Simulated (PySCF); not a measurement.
**Spinor energies of Ca (calcium, neutral)**

Start: [Ar] 4s1 5s1; 4s1/2 filled at m_j = +1/2; 5s1/2 filled at m_j = +1/2. Calculated with PySCF 2.14 in x2c-TZVPall-2c with one added diffuse shell each of s, p, d type (7s8p4d, 51 functions): generalised Hartree-Fock with the X2C-1e Hamiltonian and a Gaussian nucleus; one run each with spin-orbit coupling (SO) switched off, then screened by Boettger's factors. This is a chosen level, not necessarily the ground level.

```
spinor shell  electrons  ε, spin-free (eV)  ε, screened SO (eV)  weight of nominal j (screened SO)  rms radius, screened SO (bohr)
       1s1/2          2            -4088.2              -4088.2                              1.000                          0.0888
       2s1/2          2            -465.06              -465.05                              1.000                           0.393
       2p1/2          2            -374.55              -377.11                              1.000                           0.361
       2p3/2          4            -374.55              -373.28                              1.000                           0.363
       3s1/2          2            -64.944              -64.943                              1.000                            1.24
       3p1/2          2            -39.861              -40.157                              0.978                            1.37
       3p3/2          4            -39.861              -39.715                              0.989                            1.38
       4s1/2          1             -8.480               -8.480                              1.000                            3.93
       5s1/2          1             -2.034               -2.034                              1.000                            10.4
```

```tsv
quantity	spin-free	screened SO
E (hartree)	-679.50426	-679.50762
M_J	1	1
⟨J²⟩	2.000	2.000
⟨L²⟩	0.000	0.000
⟨S²⟩	2.000	2.001
```

Each row is a mean over spinors that exchange with the open shell spreads, by up to 0.349 eV (3s1/2).

Without spin-orbit coupling the j labels of p, d and f shells carry no meaning; the spin-free column gives the mean over the occupied spinors of each nl shell.
